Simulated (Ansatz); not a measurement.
Results of the Gaussian-basis code of Ansatz.

A structure relaxed at PBE0-D4/def2-TZVP, charge 0, multiplicity 1:

```
atom    x (Å)    y (Å)    z (Å)
  C1   0.6243   2.3502   0.1630
  O2   0.0536   1.1341  -0.2670
 Ga3   0.3249  -0.3948   0.5781
  O4   1.3497  -0.4295   2.0263
  O5  -0.4331  -1.8703  -0.0324
  C6  -1.2484  -1.8772  -1.1843
  H7   1.2599   2.7579  -0.6300
  H8   1.2334   2.2469   1.0679
  H9  -0.1705   3.0747   0.3688
 H10   1.4310  -1.3066   2.4075
 H11  -2.2353  -2.2774  -0.9300
 H12  -0.8035  -2.5259  -1.9461
 H13  -1.3859  -0.8822  -1.6217
```

(1) Give its formula and SMILES.

(2) Point group (tolerance 0.08 Å, 0.16 Å for H)?

(3) Summarise the bond lengths by kind.

Results:

(1) C2H7GaO3, `C[O][Ga]([OH])[O]C`.

(2) Cs.

(3) 2 × C–O 1.410 to 1.411 Å; 6 × C–H 1.095 to 1.096 Å; 3 × Ga–O 1.768 to 1.774 Å; 1 × H–O 0.960 Å.
